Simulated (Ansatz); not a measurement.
Coupled-cluster diagnostics for the cluster Mn₂O₄⁺ (the lowest doublet isomer of a short search), Ansatz.

Geometry of the doublet (PBE-D4/def2-SVP):

Cartesian coordinates in Å:
```
Mn -1.019 -0.712 -0.298
Mn 0.559 0.857 0.672
O -0.835 -1.705 -1.467
O 2.014 1.209 0.375
O -0.737 1.055 -0.449
O 0.019 -0.704 1.167
```

Correlated methods freeze 14 core orbitals; core or outer-core shells of Mn are correlated, in sets that lack core-valence functions. In CCSD on the charge 1 doublet the largest single amplitude is 0.73, so its Hartree–Fock determinant may place the open shell otherwise than the density functionals do. No other spin state of charge 1 was run. The geometry of the doublet was relaxed on an unsound state (⟨S²⟩ 1.98, where a pure state has 0.75). Another isomer (doublet) lies 1.93 eV lower at PBE0-D4/def2-TZVP; other spin states weren't run for this one.

(1) Estimate the CCSD(T) correlation energy, the shares of MP2 and (T), T1 and the reference's ⟨S²⟩ for: charge 1, doublet, own geometry in def2-SVP; and the rough time on 4 threads of Arm Neoverse V2 on a shared host.

## Answers

(1) 
```json
{"state": "charge 1, doublet, own geometry", "basis": "def2-SVP", "correlation (eV)": "-40.851", "MP2 share (%)": "80.5", "(T) share (%)": "7.7", "T1": "0.153", "⟨S²⟩ (pure)": "6.14 (0.75)", "wall time": "2.7 min", "remarks": "large T1 (0.153), spin-contaminated (⟨S²⟩ 6.14)"}
```
Customary marks for T1 are 0.02 (closed shells), 0.045 (open shells) and about 0.05 (3d metals). T1 exceeds 0.02 in 1 of 1 rows and 0.045 in 1; the higher it lies, the less the single-reference result can be trusted.
